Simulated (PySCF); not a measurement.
# ReS(OH)₂, doublet: molecular constants

These are results of PySCF, UPBE0, basis Re def2-SVP with ECP60, S def2-SVP, O def2-SVP, H def2-SVP (scalar-relativistic core potentials, no spin–orbit coupling, density fitting), not measurements.

The structure is a minimum.

```
Point group                                                                   : C2
Bond lengths                                                                  : O–H 0.968 Å (×2), Re–O 1.862 Å (×2), Re–S 2.078 Å
Bond angles                                                                   : H–O–Re 120.7° (×2), O–Re–O 120.6°, O–Re–S 119.7° (×2)
Principal polarisabilities                                                    : 49.9, 58.5, 75.9 bohr³
Principal quadrupole moments (Buckingham, traceless) about the centre of mass : -9.44, -1.77, 11.20 D Å
Heat capacity Cp at 298.15 K                                                  : 90.6 J/(mol K)
Enthalpy at 298.15 K above 0 K                                                : 19.10 kJ/mol
Highest occupied level (β)                                                    : -6.21 eV
Zero-point energy                                                             : 71.5 kJ/mol
Atomisation energy without zero-point energy                                  : 2052 kJ/mol
Dipole moment                                                                 : 1.66 D
Lowest empty level (α)                                                        : -3.28 eV
Spin squared ⟨S²⟩                                                             : 0.772
Rotational constants                                                          : 0.1798, 0.1026, 0.06595 cm⁻¹
Rotational symmetry number                                                    : 2
Entropy at 298.15 K and 1 bar (electronic part: spin only)                    : 345.2 J/(mol K)
```

Harmonic modes (masses in u: Re 186.956, S 31.972, O 15.995, H 1.008):
```json
{"symmetry": "b", "ω (cm⁻¹)": "88", "IR (km/mol)": "10.5"}
{"symmetry": "b", "ω (cm⁻¹)": "152", "IR (km/mol)": "1.8"}
{"symmetry": "a", "ω (cm⁻¹)": "192", "IR (km/mol)": "1.9"}
{"symmetry": "a", "ω (cm⁻¹)": "276", "IR (km/mol)": "180"}
{"symmetry": "b", "ω (cm⁻¹)": "319", "IR (km/mol)": "146"}
{"symmetry": "a", "ω (cm⁻¹)": "582", "IR (km/mol)": "20.2"}
{"symmetry": "b", "ω (cm⁻¹)": "606", "IR (km/mol)": "256"}
{"symmetry": "a", "ω (cm⁻¹)": "609", "IR (km/mol)": "108"}
{"symmetry": "b", "ω (cm⁻¹)": "729", "IR (km/mol)": "91.6"}
{"symmetry": "a", "ω (cm⁻¹)": "739", "IR (km/mol)": "77.3"}
{"symmetry": "b", "ω (cm⁻¹)": "3828", "IR (km/mol)": "328"}
{"symmetry": "a", "ω (cm⁻¹)": "3829", "IR (km/mol)": "63.1"}
```

In C2 the vibrations span 6b + 6a.

Charges (e):
| atom | Mulliken | Löwdin | polar tensor | spin (Mulliken) | Mayer order to Re1 |
| --- | --- | --- | --- | --- | --- |
| Re1 | 0.54 | -0.25 | 1.23 | 1.09 | – |
| S2 | -0.17 | 0.26 | -0.40 | -0.17 | 2.33 |
| O3,4 | -0.42 | -0.12 | -0.78 | 0.02 | 1.15 |
| H5,6 | 0.24 | 0.12 | 0.37 | 0.02 | 0.04 |
Other Mayer orders above 0.3: O–H 0.92 (×2).

Mulliken populations on Re1 (electrons outside its core potential): s 2.88, p 6.32, d 5.16, f 0.10.

Outer orbital energies (eV). α occupied: -11.59, -11.46, -10.06, -9.37, -8.96, -8.21, -6.72, -6.67; empty: -3.28, -1.24, -1.20, 0.40. β occupied: -11.67, -11.25, -11.09, -10.03, -9.35, -8.93, -8.26, -6.21; empty: -2.87, -2.37, -0.93, -0.81.

Only a few start shapes were tried, so a lower isomer may exist. Open d and f shells are described by one determinant, and the ground state may have another occupation or spin. At this level a doublet minimum of Cs symmetry lies 6 kJ/mol below this structure. Spin–orbit coupling, left out here, can matter for elements this heavy.

The final relaxation and frequency run took of the order of 4 core-minutes on a shared host.
